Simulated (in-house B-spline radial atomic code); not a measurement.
RPA and G0W0 for Zn²⁺, [Ar] 3d10, as one setting changes: the share of exact exchange in the PBE hybrid start. A dash marks a level of low quasi-particle weight. Computed with a B-spline radial code for spherical atoms: all electrons, scalar-relativistic (spin-free one-electron X2C), finite nucleus, each spin shell either full or empty, empty states to l = 9 with an (l + 1/2)⁻⁴ tail; G0W0 by contour deformation at full frequency.

```
share of exact exchange in the PBE hybrid start  mean-field level (eV)  G0W0 level (eV)  RPA correlation (Eh)
                                              0                 -30.85                -               -2.1711
                                            0.1                 -31.98        3d -39.81               -2.1453
                                            0.2                      ?                ?                     ?
                                            0.3                 -34.27        3d -39.90               -2.0969
                                            0.4                 -35.43        3d -39.90               -2.0741
                                            0.5                 -36.61        3d -39.87               -2.0522
                                            0.6                 -37.79        3d -39.83               -2.0309
                                            0.7                      ?                ?                     ?
                                            0.8                 -40.18        3d -39.71               -1.9906
                                            0.9                 -41.39        3d -39.63               -1.9713
                                              1                 -42.61        3d -39.54               -1.9526
```

(1) What belongs in the row for 0.7?

(2) What belongs in the row for 0.2?

(3) At what share of exact exchange does G0W0 leave the highest level unchanged?

Answers

(1) mean-field level (eV): -38.98; G0W0 level (eV): 3d -39.78; RPA correlation (Eh): -2.0104.

(2) mean-field level (eV): -33.12; G0W0 level (eV): 3d -39.87; RPA correlation (Eh): -2.1206.

(3) Near 0.76, where the shift changes sign (-0.795 eV at 0.7, +0.476 eV at 0.8).
